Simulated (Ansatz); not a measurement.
A geometry relaxed with PBE0-D3(BJ)/def2-TZVP (Ansatz, a program for electronic structure), charge 0, multiplicity 1:

```xyz
11

H     -2.2266    -0.0694     0.9176
Si     0.8206    -0.6414     0.3220
C      2.4648    -0.2102     0.2506
O     -0.1772     1.7312    -0.5344
H     -2.6140     1.0560    -0.4205
H     -2.1489    -0.6439    -0.7396
C     -1.9754     0.2309    -0.1047
C     -0.5306     0.6343    -0.1760
H      0.3556    -1.9807     0.7577
H      2.7644     0.7798    -0.0740
H      3.2674    -0.8867     0.5184
```

Write the SMILES of this molecule.

`C=[SiH]C(C)=O`
